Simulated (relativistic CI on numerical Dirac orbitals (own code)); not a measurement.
# Hf2+: N6,7 absorption edge

Computed with this model: Dirac-Coulomb-Breit CI, KLI orbitals optimised for each configuration, model QED, multiplet model of core-to-valence dipole absorption, unscaled Slater integrals; configurations [Xe] 4f14 5d2 → [Xe] 4f13 5d3; 10 K; Lorentzian 0.3 eV and Gaussian 0.3 eV FWHM. Energies are those of the free ion, without screening or charge transfer. The branching ratio is the share of the lower-energy edge in the whole absorption, uncertain by about 0.02 where the edges overlap. S is read from ⟨S²⟩ = S(S + 1).

Field parameters in Wybourne normalisation: D4h B²₀ = −7Ds, B⁴₀ = 21(Dq − Dt), B⁴₄ = 21√(5/14) Dq; Oh B⁴₀ = 21Dq, B⁴₄ = √(5/14) B⁴₀. The field is a parameter set, without covalency.

Computed curve for free ion, scaled to 100 at the maximum (points under 2 are left out and the grid is thinned):

(Energy (eV), Intensity): (13.0, 2.5), (13.2, 4.0), (13.3, 4.5), (13.5, 5.5), (13.7, 7.3), (13.9, 8.4), (14.0, 9.2), (14.2, 10.1), (14.4, 10.0), (14.6, 10.3), (14.7, 11.3), (14.9, 16.7), (15.1, 21.1), (15.3, 25.7), (15.4, 29.9), (15.6, 42.3), (15.8, 54.9), (16.0, 63.2), (16.1, 70.2), (16.3, 74.9), (16.5, 64.2), (16.7, 59.5), (16.8, 58.1), (17.0, 73.6), (17.2, 100.0), (17.4, 83.7), (17.5, 68.5), (17.7, 41.8), (17.9, 22.7), (18.1, 12.7), (18.2, 9.8), (18.4, 6.6), (18.6, 5.0), (18.8, 3.9), (18.9, 3.5), (19.1, 2.7), (19.3, 2.2), (19.5, 2.1), (19.6, 2.1), (21.2, 2.1)

The ground state has S = 0.98, and the centroid lies at 16.52 eV.
